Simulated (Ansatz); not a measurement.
`[SiH3][SiH2][TeH]`, charge 0, multiplicity 1.

Give a relaxed structure at PBE0-D4/def2-TZVP (the Gaussian-basis code of Ansatz). (Best estimate.)

Computed: 
```xyz
9

Si   -1.151    1.057    0.419
Si    0.323   -0.739    0.169
Te    1.870   -0.135   -1.700
H    -2.111    0.779    1.521
H    -1.907    1.267   -0.844
H    -0.389    2.293    0.738
H     1.090   -0.967    1.422
H    -0.420   -1.986   -0.158
H     2.694   -1.568   -1.568
```
Point group Cs.
This is one stationary point; other conformers may exist.
